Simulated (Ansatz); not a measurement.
The cluster Ta3⁻. Charge -1, multiplicity 3. Geometry PBE-D4/def2-TZVPD; atoms count from 1.

Cartesian coordinates in Å:
```
Ta 0.838 0.455 -1.102
Ta -1.301 -0.233 -0.264
Ta 0.462 -0.222 1.366
```

In the def2 sets Ta takes a core potential; there is no spin–orbit coupling. The charge -1 triplet is spin-contaminated (final ⟨S²⟩ up to 3.01, 2.00 for a pure state). The highest occupied level of the charge -1 triplet lies above zero (up to 0.17 eV). The electron is either unbound and held by the finite basis, or the level is raised by self-interaction error. At PBE0-D4/def2-TZVPD a quintet of charge -1 lies 0.21 eV below the triplet, each at its own geometry. The structure comes from a short search, and lower isomers may exist.

Problem. Estimate the Mulliken populations from the PBE0/def2-TZVPD orbitals of Ansatz.

Solution. 
```json
{"atom": "Ta1", "charge (e)": "-0.24", "spin (α − β)": "1.59", "d electrons": "3.53"}
{"atom": "Ta2", "charge (e)": "-0.37", "spin (α − β)": "-0.47", "d electrons": "3.61"}
{"atom": "Ta3", "charge (e)": "-0.39", "spin (α − β)": "0.88", "d electrons": "3.54"}
```
Mulliken values depend strongly on the basis. With diffuse functions, as here, like atoms can get unlike values, and bond orders can come out too low or too high.

Problem. Where does the spin sit?

Solution. Summed by element: Ta 2.00, of 2 unpaired in all. Largest on single atoms: Ta1 1.59, Ta3 0.88, Ta2 -0.47.

Problem. And the Mayer bond orders between heavy atoms (over 0.3)?

Solution. Ta1–Ta2 2.90 (2.40 Å); Ta1–Ta3 2.60 (2.59 Å); Ta2–Ta3 2.81 (2.40 Å).
